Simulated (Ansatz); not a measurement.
Stretching the B1–H2 bond in BH3Se (SMILES B[SeH]) (multiplicity 1 held, fragments rigid). Energies count from the point at 1.186 Å.
Geometry at that point (charge 0, multiplicity 1):
```json
[
 {"atom": "B", "x (Å)": "0.4501", "y (Å)": "-0.0398", "z (Å)": "-1.5025"},
 {"atom": "H", "x (Å)": "-0.2892", "y (Å)": "-0.5600", "z (Å)": "-2.2704"},
 {"atom": "H", "x (Å)": "1.4866", "y (Å)": "0.4372", "z (Å)": "-1.8194"},
 {"atom": "Se", "x (Å)": "-0.1317", "y (Å)": "-0.0109", "z (Å)": "0.3152"},
 {"atom": "H", "x (Å)": "1.0302", "y (Å)": "0.6917", "z (Å)": "0.8871"}
]
```

R- and RO- levels are restricted; in cc, def2 and unpolarised 6-31G sets they are followed outwards from rest. U- levels take the lowest unrestricted solution at each point, which mixes spins at long bonds. Levels need not reach the same state.

Frozen-core correlation. Filled d and f shells under p-block atoms count as core.

Programs: Ansatz (a program for electronic structure). 

Question: What energy at R = 3.795 Å does R-PBE/cc-pVTZ give?

Answer: 5.66 eV

Question: Estimate the energy at R = 3.795 Å that U-MP2/cc-pVTZ returns for this input.

Answer: 4.68 eV

Question: What energy at R = 3.795 Å does U-CCSD(T)/cc-pVTZ give?

Answer: 4.76 eV

Doubts at one or more of the structures used: a restricted determinant that unrestricted orbitals would lower (R-PBE/cc-pVTZ); a spin-contaminated determinant (U-MP2/cc-pVTZ, U-CCSD(T)/cc-pVTZ).
